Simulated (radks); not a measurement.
Values are calculated unless marked as measured or tabulated.
S14+, configuration 1s1.75 2p0.25 (fractional occupations, a model configuration). Level of theory: Dirac Kohn-Sham, PBEsol, spin-unpolarised, spherical densities, finite nucleus; open shells are shared between the two j in proportion to 2j + 1; Fermi nuclear charge, rms radius 3.2611 fm (a radial shooting solver on a logarithmic mesh with Libxc functionals).

Normalised radial functions P(r) = r R(r) (large component), r in bohr:

```
   r/bohr * 1s1/2, o 2p1/2 (the largest magnitude, 2.91, reaches the edge; | marks zero, & curves that meet)
 0.004557 o         *
 0.005521 o           *
 0.006637 o             *
 0.008042 o                *
 0.009744 o                   *
  0.01171 o                      *
  0.01419 |o                         *
   0.0172 |o                             *
  0.02067 |o                                  *
  0.02504 | o                                     *
   0.0301 |  o                                         *
  0.03648 |   o                                            *
   0.0442 |    o                                              *
  0.05312 |     o                                               *
  0.06437 |        o                                             *
  0.07799 |          o                                          *
  0.09375 |              o                                  *
   0.1136 |                 o                          *
   0.1365 |                     o              *
   0.1654 |                         o  *
   0.2005 |                   *         o
    0.241 |            *                  o
    0.292 |      *                        o
   0.3509 |  *                          o
   0.4252 |*                       o
   0.5152 *                  o
   0.6193 *            o
   0.7504 *      o
   0.9093 *  o
    1.093 *o
```

1s1/2: eigenvalue -3157.9 eV, 0 radial nodes, <r> = 0.0954 bohr, 90 % of the charge inside 0.170 bohr. 2p1/2: eigenvalue -713.36 eV, 0 radial nodes, <r> = 0.338 bohr, 90 % of the charge inside 0.543 bohr.
